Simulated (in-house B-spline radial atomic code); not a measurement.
# HSE06 excitations of Re7+

Method: HSE06. Computed with an all-electron radial atomic-structure program (B-spline basis): linear response of the closed shell [Xe] 4f14 with the functional's adiabatic kernel; scalar-relativistic (spin-free one-electron X2C), finite nucleus, no spin-orbit coupling, no double excitations, S, P, D and F terms only; shells from n = 3 respond. Only terms of natural parity with L up to 3 were computed.

Spin-orbit coupling is strong here, so these LS terms don't match observed levels.

Command:
```bash
python run_td.py task.json out
```
Settings (radii: box in bohr, nucleus in fm):
```
Z                        75
electrons                68
configuration            [Xe] 4f14
hamiltonian              x2c
method                   hse06
box_radius               12.81
rms_radius               5.3698
intervals                69
```

Run time, properties included: 9.4 s on 1 thread of Arm Neoverse N1, with other jobs on the host.

The lowest states, in the order of their Tamm-Dancoff energies; the method's threshold (minus the highest occupied level) is 140.68 eV. Labels give the largest channel, * marks a mixed state, and oscillator strengths are full-response dipole values. Semilocal kernels can invert the small singlet-triplet splittings of Rydberg terms. Energies in eV:

```tsv
state	full response	Tamm-Dancoff	oscillator strength
5p → 5d 3P	46.71	46.82	-
5p → 5d 3F	47.46	47.59	-
4f → 5d 3P	49.79	49.81	-
5p → 5d 1F	50.24	50.26	-
4f → 5d 3F	50.44	50.45	-
4f → 5d 1F	51.12	51.14	-
4f → 5d 1P	51.32	51.50	0.0636
5p → 5d 1P*	60.05	61.90	5.6
5p → 6s 3P	65.07	65.08	-
5p → 6s 1P	?	?	?
4f → 6s 3F	67.01	67.02	-
4f → 6s 1F	67.23	67.23	-
5p → 6p 3S	76.76	76.78	-
5p → 6p 3D	77.55	77.56	-
5p → 6p 1D	?	?	-
4f → 6p 3D	79.53	79.54	-
4f → 6p 1D	79.91	79.92	-
5p → 6p 1S	80.08	80.21	-
```

Question: Where does 5p → 6p 1D lie?

Answer: At 78.04 eV in full response, 78.04 eV in Tamm-Dancoff.

Question: Where does 5p → 6s 1P lie?

Answer: At 65.91 eV in full response, 65.96 eV in Tamm-Dancoff, oscillator strength 1.29.

Question: How large is the singlet-triplet splitting of 5p → 5d (F terms) in Tamm-Dancoff?

Answer: 2.68 eV, from the unrounded values.

Question: What polarisabilities and dispersion coefficient does the method give?

Answer: Dipole 1.688 bohr³, quadrupole 1.93 bohr⁵, C6 5.842 hartree·bohr⁶ for two such species.
